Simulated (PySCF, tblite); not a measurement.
The geometries are computed with GFN2-xTB (gas phase). One conformer each, none proved a minimum here. Atom numbers follow the mapped SMILES. Open shells are treated by occupation alone.

Task: Order the C–O distances, shortest first.
A. O2–C3 in `[CH3:1][O:2][CH2:3][CH2:4][C:5]([F:6])=[C:7]([F:8])[F:9]` with C1–O2–C3–C4 -179°, O2–C3–C4–C5 64°, C3–C4–C5–F6 68°
B. C6–O7 in `[CH3:1][O:2][C:3]([CH3:4])([CH3:5])[C:6](=[O:7])[Cl:8]` with C1–O2–C3–C4 178°, O2–C3–C6–O7 148°
C. C2–O4 in `[CH2:1][C:2](=[O:3])[O:4][CH2:5][C:6](=[CH2:7])[CH2:8][F:9]` (doublet state) with H–C1–C2–O3 0° and 180°, C1–C2–O4–C5 179°, C2–O4–C5–C6 -82°, O4–C5–C6–C7 -74°, C5–C6–C8–F9 180°

Result: B (1.186 Å), C (1.356 Å), A (1.407 Å).

- 1.186 Å: drawn double, acyl halide carbon to carbonyl oxygen
- 1.356 Å: drawn single, ends: carbon bonded to C and 2 O; oxygen bonded to 2 C
- 1.407 Å: drawn single, ether oxygen to sp3 carbon bound to oxygen

Task: Order the C–C distances, shortest first.
A. C3–C4 in `[CH2:1]=[CH:2][CH2:3][C:4](/[CH:5]=[N:6]\[CH3:7])=[CH:8]\[CH2:9][CH3:10]` with C1–C2–C3–C4 115°, C2–C3–C4–C5 -86°, C3–C4–C5–N6 -137°, C4–C8–C9–C10 119°
B. C3–C6 in `[CH3:1][O:2][C:3]([CH3:4])([CH3:5])[C:6](=[O:7])[Cl:8]` with C1–O2–C3–C4 178°, O2–C3–C6–O7 148°
C. C5–C7 in `[CH3:1][O:2][CH2:3][CH2:4][C:5]([F:6])=[C:7]([F:8])[F:9]` with C1–O2–C3–C4 -179°, O2–C3–C4–C5 64°, C3–C4–C5–F6 68°
D. C5–C6 in `[CH3:1][CH2:2][c:3]1[cH:4][cH:5][c:6]([CH3:7])[cH:8][p:9]1` with C1–C2–C3–C4 -84°
E. C1–C2 in `[CH3:1][C:2](=[S:3])[SiH2:4]/[CH:5]=[CH:6]/[SiH3:7]` with C1–C2–Si4–C5 -75°, C2–Si4–C5–C6 125°
F. C2–C3 in `[CH2:1]=[CH:2][CH2:3][N:4]1[SiH2:5][CH2:6][NH:7][Si@H:8]1[CH3:9]` with C1–C2–C3–N4 -126°, C2–C3–N4–Si5 -91°, C3–N4–Si5–C6 180°, N4–Si5–C6–N7 -18°, Si5–C6–N7–Si8 25°, C6–N7–Si8–C9 -140°

Result: C (1.326 Å), D (1.392 Å), E (1.487 Å), F (1.498 Å), A (1.512 Å), B (1.527 Å).

- 1.326 Å: drawn double, vinylic C–F carbon to =CF2 carbon
- 1.392 Å: aromatic, aromatic CH carbon to substituted aromatic carbon, in a 6-membered ring
- 1.487 Å: drawn single, methyl carbon to thiocarbonyl carbon
- 1.498 Å: drawn single, alkene CH carbon to sp3 carbon bound to nitrogen
- 1.512 Å: drawn single, allylic carbon to fully substituted alkene carbon
- 1.527 Å: drawn single, sp3 carbon bound to oxygen to acyl halide carbon

Task: Order these C–C–C angles, narrowest first.
A. C5–C6–C7 in `[CH2:1][C:2](=[O:3])[O:4][CH2:5][C:6](=[CH2:7])[CH2:8][F:9]` (doublet state) with H–C1–C2–O3 0° and 180°, C1–C2–O4–C5 179°, C2–O4–C5–C6 -82°, O4–C5–C6–C7 -74°, C5–C6–C8–F9 180°
B. C4–C5–C6 in `[CH3:1][CH2:2][c:3]1[cH:4][cH:5][c:6]([CH3:7])[cH:8][p:9]1` with C1–C2–C3–C4 -84°
C. C4–C8–C9 in `[CH2:1]=[CH:2][CH2:3][C:4](/[CH:5]=[N:6]\[CH3:7])=[CH:8]\[CH2:9][CH3:10]` with C1–C2–C3–C4 115°, C2–C3–C4–C5 -86°, C3–C4–C5–N6 -137°, C4–C8–C9–C10 119°
D. C4–C3–C5 in `[CH3:1][O:2][C:3]([CH3:4])([CH3:5])[C:6](=[O:7])[Cl:8]` with C1–O2–C3–C4 178°, O2–C3–C6–O7 148°

Result: D (110.6°), A (121.8°), B (123.5°), C (127.7°).
